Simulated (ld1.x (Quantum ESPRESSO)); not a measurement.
# Logarithmic derivatives: Zn, TM semilocal

* Element: Zn (Z = 30)
* Generator: ld1.x (Quantum ESPRESSO) 7.5
* Type: norm-conserving Troullier–Martins (semilocal form)
* Functional: LDA (PZ)
* Relativity: scalar-relativistic
* Frozen core: [Ne]
* Valence charge: 20
* Reference configuration: 3s2 3p6 3d10 4s0 4p0 (charge +2)
* Partial waves: 3s (bound): rc 0.60 bohr; 3d (bound): rc 1.05 bohr; 3p (bound): rc 0.85 bohr
* Local potential: the p channel
* Core correction: none

The phase is arctan(r·u′/u) with u = r·R(r), unwrapped; energies in Ry, scanned from -13 to 5 Ry. A pole is an energy at which the radial function vanishes at the test radius. The pseudo phase is shifted by a multiple of π to meet the all-electron one at the reference energy, and phase errors are pseudo minus all-electron; the curves can meet again beyond the range given. Levels narrower than the energy grid can be missing from the lists of poles.

Q: For each channel, where are the poles, and over which energies does the pseudopotential scatter like the atom?

A:

| channel | radius (bohr) | reference energy (Ry) | poles, all-electron | poles, pseudo | unbroken range about the reference energy with phases within 0.05 rad | phase error 1 Ry above the reference energy (rad) |
| --- | --- | --- | --- | --- | --- | --- |
| s | 1.15 | -11.00 | -9.30 | -9.30 | below 4.2 | -0.000 |
| p | 1.15 | -7.66 | -5.66 | -5.67 | the whole range | -0.000 |
| d | 1.15 | -2.29 | 0.10 | 0.21 | below 4.8 | +0.004 |

Phases in the s channel:

```json
{"E (Ry)": "-13.00", "all-electron": "0.733", "pseudo": "0.732"}
{"E (Ry)": "-12.52", "all-electron": "0.379", "pseudo": "0.376"}
{"E (Ry)": "-12.04", "all-electron": "-0.251", "pseudo": "-0.254"}
{"E (Ry)": "-11.56", "all-electron": "-0.859", "pseudo": "-0.860"}
{"E (Ry)": "-11.08", "all-electron": "-1.191", "pseudo": "-1.192"}
{"E (Ry)": "-10.60", "all-electron": "-1.365", "pseudo": "-1.365"}
{"E (Ry)": "-10.12", "all-electron": "-1.468", "pseudo": "-1.468"}
{"E (Ry)": "-9.64", "all-electron": "-1.535", "pseudo": "-1.536"}
{"E (Ry)": "-9.16", "all-electron": "-1.583", "pseudo": "-1.584"}
{"E (Ry)": "-8.68", "all-electron": "-1.620", "pseudo": "-1.620"}
{"E (Ry)": "-8.20", "all-electron": "-1.649", "pseudo": "-1.650"}
{"E (Ry)": "-7.72", "all-electron": "-1.674", "pseudo": "-1.674"}
{"E (Ry)": "-7.24", "all-electron": "-1.695", "pseudo": "-1.696"}
{"E (Ry)": "-6.76", "all-electron": "-1.714", "pseudo": "-1.714"}
{"E (Ry)": "-6.28", "all-electron": "-1.731", "pseudo": "-1.732"}
{"E (Ry)": "-5.80", "all-electron": "-1.747", "pseudo": "-1.748"}
{"E (Ry)": "-5.32", "all-electron": "-1.762", "pseudo": "-1.763"}
{"E (Ry)": "-4.84", "all-electron": "-1.777", "pseudo": "-1.778"}
{"E (Ry)": "-4.36", "all-electron": "-1.792", "pseudo": "-1.794"}
{"E (Ry)": "-3.88", "all-electron": "-1.807", "pseudo": "-1.808"}
{"E (Ry)": "-3.40", "all-electron": "-1.822", "pseudo": "-1.824"}
{"E (Ry)": "-2.92", "all-electron": "-1.837", "pseudo": "-1.840"}
{"E (Ry)": "-2.44", "all-electron": "-1.853", "pseudo": "-1.856"}
{"E (Ry)": "-1.96", "all-electron": "-1.870", "pseudo": "-1.874"}
{"E (Ry)": "-1.48", "all-electron": "-1.889", "pseudo": "-1.893"}
{"E (Ry)": "-1.00", "all-electron": "-1.908", "pseudo": "-1.913"}
{"E (Ry)": "-0.52", "all-electron": "-1.929", "pseudo": "-1.935"}
{"E (Ry)": "-0.04", "all-electron": "-1.953", "pseudo": "-1.960"}
{"E (Ry)": "0.44", "all-electron": "-1.979", "pseudo": "-1.987"}
{"E (Ry)": "0.92", "all-electron": "-2.008", "pseudo": "-2.018"}
{"E (Ry)": "1.40", "all-electron": "-2.040", "pseudo": "-2.053"}
{"E (Ry)": "1.88", "all-electron": "-2.078", "pseudo": "-2.094"}
{"E (Ry)": "2.36", "all-electron": "-2.121", "pseudo": "-2.141"}
{"E (Ry)": "2.84", "all-electron": "-2.172", "pseudo": "-2.197"}
{"E (Ry)": "3.32", "all-electron": "-2.232", "pseudo": "-2.263"}
{"E (Ry)": "3.80", "all-electron": "-2.304", "pseudo": "-2.344"}
{"E (Ry)": "4.28", "all-electron": "-2.391", "pseudo": "-2.442"}
{"E (Ry)": "4.76", "all-electron": "-2.496", "pseudo": "-2.562"}
```
